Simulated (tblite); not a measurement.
Species: C4H6O3Si.
Cartesian coordinates in Å at the GFN2-xTB level; atoms count from 1:
```xyz
14
C4H6O3Si angstrom
C      2.2932   -0.3262    0.5033
C      1.1301    0.0556   -0.0210
C      0.8401    1.4670   -0.2684
O     -0.1769    1.8221   -0.8125
Si    -0.3431   -1.0352   -0.5119
C     -1.8345   -0.2102    0.3695
O     -1.8293    0.2136    1.4983
O     -2.9108   -0.1382   -0.4147
H      3.0614    0.3871    0.7673
H      2.5207   -1.3633    0.6823
H      1.6003    2.1971    0.0666
H     -0.1314   -2.3766    0.0393
H     -0.5854   -1.0308   -1.9498
H     -3.6351    0.3376    0.0296
```

Computed values, GFN2-xTB/tblite, gas phase, harmonic and unscaled. Errors from tens to a few hundred cm⁻¹ against measured bands are possible. Modes of hydrogen on silicon can be 10 to 20 % off. One conformer, not necessarily the lowest.

Harmonic wavenumbers (cm⁻¹): 31.1, 49.4, 70.1, 128.4, 141.1, 225.2, 302.5, 342.3, 409.0, 462.0, 494.5, 570.9, 608.0, 613.1, 631.4, 666.8, 700.7, 725.3, 744.6, 927.1, 938.8, 943.8, 1121.9, 1214.2, 1218.2, 1334.1, 1405.4, 1655.8, 1725.6, 1751.6, 2248.6, 2315.7, 2778.1, 3060.9, 3119.7, 3371.7.

A = 2680, B = 1276, C = 1113 MHz; mass 130.009 u (most abundant isotopes); point group C1, symmetry number 1.

**Question.** What is the zero-point energy?

**Answer.** Half the sum of the wavenumbers: 19524 cm⁻¹ = 55.82 kcal/mol.

**Question.** Give the ideal-gas entropy at 200 K and 1 bar in the rigid-rotor, harmonic-oscillator model (classical rotation).

**Answer.** Translation 38.54, rotation 27.64, vibration 21.25: S = 87.4 cal/(mol K).

**Question.** And Cp and H(200 K) − H(0)?

**Answer.** Cp = 28.04 cal/(mol K), of which vibrations give 20.09 (their classical limit is 36 R = 71.5); H(200 K) − H(0) = 3.72 kcal/mol without the zero-point energy, 2.13 from vibrations.

**Question.** How do the functions run with temperature in this model?

**Answer.** 
```json
{"T (K)": "150", "S (cal/(mol K))": "80.1", "Cp (cal/(mol K))": "23.3", "H − H(0) (kcal/mol)": "2.44", "G − H(0) (kcal/mol)": "-9.57", "ln q(vib)": "3.96"}
{"T (K)": "250", "S (cal/(mol K))": "94.2", "Cp (cal/(mol K))": "32.6", "H − H(0) (kcal/mol)": "5.24", "G − H(0) (kcal/mol)": "-18.31", "ln q(vib)": "6.65"}
{"T (K)": "298.15", "S (cal/(mol K))": "100.3", "Cp (cal/(mol K))": "36.5", "H − H(0) (kcal/mol)": "6.90", "G − H(0) (kcal/mol)": "-22.99", "ln q(vib)": "7.90"}
{"T (K)": "400", "S (cal/(mol K))": "112.0", "Cp (cal/(mol K))": "43.6", "H − H(0) (kcal/mol)": "10.99", "G − H(0) (kcal/mol)": "-33.81", "ln q(vib)": "10.46"}
{"T (K)": "600", "S (cal/(mol K))": "131.7", "Cp (cal/(mol K))": "53.3", "H − H(0) (kcal/mol)": "20.75", "G − H(0) (kcal/mol)": "-58.24", "ln q(vib)": "15.15"}
{"T (K)": "900", "S (cal/(mol K))": "155.1", "Cp (cal/(mol K))": "62.3", "H − H(0) (kcal/mol)": "38.21", "G − H(0) (kcal/mol)": "-101.41", "ln q(vib)": "21.38"}
```

q(vib) and H(0) count from the zero-point level.

**Question.** What must be added to the electronic energy to get the Gibbs energy at 200 K and 1 bar?

**Answer.** ZPE + [H(200 K) − H(0)] − T·S = 55.82 + 3.72 − 17.48 = 42.06 kcal/mol.

**Question.** Which modes carry the vibrational entropy at 200 K?

**Answer.** 31.1 cm⁻¹: 4.97; 49.4 cm⁻¹: 4.05; 70.1 cm⁻¹: 3.37; 128.4 cm⁻¹: 2.21; 141.1 cm⁻¹: 2.04; 225.2 cm⁻¹: 1.23 cal/(mol K); the other 30 give 3.37 together.

**Question.** Blend soft modes into free rotors: weight 1/[1 + (100 cm⁻¹/ν̃)⁴] for the oscillator and the rest for a rotor with moment μB/(μ + B), μ = h/(8π²ν), B = 10⁻⁴⁴ kg m². What vibrational entropy results?

**Answer.** 18.66 cal/(mol K) in place of 21.25, which changes −T·S at 200 K by +0.52 kcal/mol.

Hindered rotation and anharmonicity are outside this model. Other conformers, if any are populated, would add a mixing term that is left out. The structure is chiral; the term R ln 2 for an equal mix with its mirror image is left out.

The run took 1.4 s on one thread, Intel Xeon at 2.50 GHz (x86_64), shared host with 64 logical CPUs at a one-minute load of 15. This covers the Hessian and the dipole derivatives.
